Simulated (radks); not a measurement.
Results of a calculation; reference values are marked as such.
Neutral chlorine inside a hard spherical wall (all orbitals vanish at R), configuration held at [Ne] 3s2 3p5 and not refilled when levels cross. Level of theory: non-relativistic Kohn-Sham, PBE, spin-polarised, spherical densities, point nucleus; open shells are filled with parallel spins first (a radial shooting solver on a logarithmic mesh with Libxc functionals). Eigenvalues in eV for spin up, with the zero of energy where the potential of the charges vanishes at infinity; a dash marks a level that is unbound or too diffuse for the functional's potential to be trusted. A positive occupied level is held by the wall or, in an anion where self-interaction has pushed it up, behind a barrier. The pressure on the wall is -dE/dV.

[
 {"R (bohr)": "free", "E (hartree)": "-459.97063", "kinetic (hartree)": "459.408", "e(2s)": "-251.01", "e(2p)": "-191.63", "e(3s)": "-20.972", "e(3p)": "-9.011", "e(4s, empty)": "-", "e(4p, empty)": "-", "pressure (GPa)": "0"},
 {"R (bohr)": "20", "E (hartree)": "-459.97063", "kinetic (hartree)": "459.408", "e(2s)": "-251.01", "e(2p)": "-191.63", "e(3s)": "-20.972", "e(3p)": "-9.011", "e(4s, empty)": "-", "e(4p, empty)": "-", "pressure (GPa)": "< 0.0001"},
 {"R (bohr)": "15", "E (hartree)": "-459.97063", "kinetic (hartree)": "459.408", "e(2s)": "-251.01", "e(2p)": "-191.63", "e(3s)": "-20.972", "e(3p)": "-9.011", "e(4s, empty)": "-", "e(4p, empty)": "-", "pressure (GPa)": "< 0.0001"},
 {"R (bohr)": "12", "E (hartree)": "-459.97063", "kinetic (hartree)": "459.408", "e(2s)": "-251.01", "e(2p)": "-191.63", "e(3s)": "-20.971", "e(3p)": "-9.010", "e(4s, empty)": "-0.198", "e(4p, empty)": "1.112", "pressure (GPa)": "< 0.0001"},
 {"R (bohr)": "10", "E (hartree)": "-459.97062", "kinetic (hartree)": "459.408", "e(2s)": "-251.01", "e(2p)": "-191.63", "e(3s)": "-20.970", "e(3p)": "-9.009", "e(4s, empty)": "0.059", "e(4p, empty)": "1.695", "pressure (GPa)": "0.000371"},
 {"R (bohr)": "8", "E (hartree)": "-459.97039", "kinetic (hartree)": "459.411", "e(2s)": "-250.98", "e(2p)": "-191.61", "e(3s)": "-20.953", "e(3p)": "-8.992", "e(4s, empty)": "0.828", "e(4p, empty)": "3.091", "pressure (GPa)": "0.0141"},
 {"R (bohr)": "6", "E (hartree)": "-459.96478", "kinetic (hartree)": "459.457", "e(2s)": "-250.67", "e(2p)": "-191.30", "e(3s)": "-20.720", "e(3p)": "-8.759", "e(4s, empty)": "3.658", "e(4p, empty)": "7.341", "pressure (GPa)": "0.609"},
 {"R (bohr)": "4", "E (hartree)": "-459.81466", "kinetic (hartree)": "460.313", "e(2s)": "-246.90", "e(2p)": "-187.48", "e(3s)": "-18.149", "e(3p)": "-5.927", "e(4s, empty)": "18.571", "e(4p, empty)": "25.721", "pressure (GPa)": "39.2"},
 {"R (bohr)": "3.5", "E (hartree)": "-459.59651", "kinetic (hartree)": "461.353", "e(2s)": "-243.32", "e(2p)": "-183.86", "e(3s)": "-15.723", "e(3p)": "-3.141", "e(4s, empty)": "30.170", "e(4p, empty)": "38.662", "pressure (GPa)": "128"},
 {"R (bohr)": "2.5", "E (hartree)": "-457.53157", "kinetic (hartree)": "469.035", "e(2s)": "-224.18", "e(2p)": "-164.35", "e(3s)": "-0.462", "e(3p)": "14.303", "e(4s, empty)": "93.710", "e(4p, empty)": "104.43", "pressure (GPa)": "1810"},
 {"R (bohr)": "1.5", "E (hartree)": "-437.95734", "kinetic (hartree)": "520.582", "e(2s)": "-155.36", "e(2p)": "-92.764", "e(3s)": "103.52", "e(3p)": "121.90", "e(4s, empty)": "422.88", "e(4p, empty)": "415.70", "pressure (GPa)": "57800"}
]
